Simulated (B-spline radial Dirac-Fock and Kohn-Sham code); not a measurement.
**Se³⁺ 3p3/2: cross section and angular parameters**

System: Se³⁺ in the configuration [Ar] 3d10 4s2 4p1; threshold 201.8 eV (orbital energy of the model). These are calculated numbers from a B-spline atomic structure program; the model is Dirac-Hartree-Slater photoionisation with a Latter tail; cross sections with all multipoles, angular parameters from the dipole term and its interference with E2.

For linearly polarised light dσ/dΩ = σ/(4π) [1 + β P₂(cos θ) + (δ + γ cos²θ) sin θ cos φ], with θ from the polarisation vector and φ the angle between the beam and the projection of the electron momentum on the plane normal to the polarisation.

| hν (eV) | σ (kb) | β | γ | δ |
| --- | --- | --- | --- | --- |
| 253 | 481 | 0.601 | 0.118 | 0.062 |
| 317 | 458 | 1.098 | 0.192 | 0.025 |
| 543 | 263 | 1.533 | 0.009 | 0.001 |
| 563 | 250 | 1.546 | 0.001 | 0.001 |
| 765 | 153 | 1.613 | -0.023 | 0.002 |
| 800 | 142 | 1.618 | -0.019 | 0.002 |
| 839 | 130 | 1.622 | -0.013 | 0.002 |
| 1010 | 91.8 | 1.628 | 0.027 | 0.004 |
| 1150 | 70.8 | 1.625 | 0.070 | 0.006 |
| 1470 | 41.8 | 1.602 | 0.180 | 0.009 |
| 1540 | ? | ? | ? | ? |
| 2000 | 20.4 | 1.549 | 0.360 | 0.015 |
| 3230 | 6.00 | 1.421 | 0.698 | 0.034 |
| 4330 | 2.67 | 1.320 | 0.919 | 0.052 |
| 4870 | 1.91 | 1.275 | 1.008 | 0.062 |
| 5414.7 | 1.40 | 1.232 | 1.087 | 0.072 |
| 6020 | 1.03 | 1.188 | 1.165 | 0.083 |
| 8047.8 | 0.425 | 1.059 | 1.370 | 0.120 |
| 9251.7 | 0.275 | 0.994 | 1.463 | 0.142 |
| 9940 | 0.219 | 0.960 | 1.510 | 0.154 |
| 10900 | 0.163 | 0.916 | 1.568 | 0.171 |
| 15000 | 0.0571 | 0.760 | 1.745 | 0.242 |

Problem. Give the values at 1540 eV.

Solution. σ = 37.7 kb, β = 1.596, γ = 0.205, δ = 0.010.
